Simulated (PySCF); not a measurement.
**Question.** Write Cartesian coordinates for `CO[SiH2]O[Si](C)(C)C` as optimised with PBE0-D3(BJ)/def2-SVP.

**Answer.** 
```xyz
22
C4H14O2Si2 angstrom
C      4.2034    0.4339    0.1014
O      2.8173    0.6087    0.1300
Si     1.7206   -0.6112   -0.1041
O      0.2373    0.0595   -0.0215
Si    -1.4337    0.0802   -0.0237
C     -2.0257   -0.4233    1.6798
C     -2.0423   -1.1287   -1.3197
C     -1.9603    1.8262   -0.4334
H      4.5575    0.0462   -0.8726
H      4.5552   -0.2580    0.8899
H      4.6877    1.4079    0.2700
H      1.8893   -1.6505    0.9596
H      1.9431   -1.2358   -1.4457
H     -1.6917   -1.4427    1.9292
H     -1.6312    0.2599    2.4480
H     -3.1257   -0.4033    1.7395
H     -1.6923   -2.1509   -1.1053
H     -1.6801   -0.8487   -2.3214
H     -3.1434   -1.1507   -1.3524
H     -3.0580    1.9190   -0.4468
H     -1.5665    2.5353    0.3112
H     -1.5796    2.1272   -1.4216
```

Any rigid rotation of these coordinates is as good. Atoms count from 1 in this order. Si3 (oxygen-bound silicon) is tetrahedral (angles from 107.0° to 110.6°). The O–Si distances run from 1.630 Å (Si3–O4, drawn single) to 1.671 Å (O4–Si5, drawn single), a spread of 0.041 Å. Si5 (oxygen-bound silicon) is tetrahedral (angles from 107.1° to 111.2°). O4 (siloxane oxygen) is bent (angle 156.2°).

Bonds between heavy atoms (Å): C1–O2 1.397, O2–Si3 1.657, Si3–O4 1.630, O4–Si5 1.671, Si5–C6 1.872, Si5–C7 1.874, Si5–C8 1.869.

Method used: PBE0-D3(BJ)/def2-SVP geometry optimisation, gas phase (PySCF).

Point group: C1 (no symmetry element, even within 0.4 Å). No PBE0-D3(BJ)/def2-SVP frequencies stand behind this structure, so it isn't proved a minimum. One conformer, not necessarily the lowest (C1–O2–Si3–O4 -179°, O2–Si3–O4–Si5 -177°).

Cost: about 3 min of CPU time on one thread; the machine was shared, so the figure is rough. That covers the optimisation of the geometry.
